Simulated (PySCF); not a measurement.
A structure optimised at PBE0-D3(BJ)/def2-SVP, used in a PySCF frequency run:

```xyz
11

N      2.0119     0.5010     0.4030
Si     0.4092     0.8745    -0.0581
C     -1.0271     0.5082     1.1243
N     -1.5564    -0.4420     0.4345
C     -0.7149    -0.5272    -0.7680
F     -0.1342    -1.7647    -0.8664
H      2.2796    -0.4004     0.7783
H      2.8050     1.0733     0.1467
H      0.4710     2.2146    -0.7190
H     -1.4813     0.8229     2.0760
H     -1.3319    -0.3697    -1.6708
```

Problem. Write its SMILES and formula.

Solution. N[Si@@H]1C=N[C@@H]1F, C₂H₅FN₂Si

Problem. What are its rotational constants (standard atomic weights)?

Solution. 4.2175, 2.7304, 1.9535 GHz
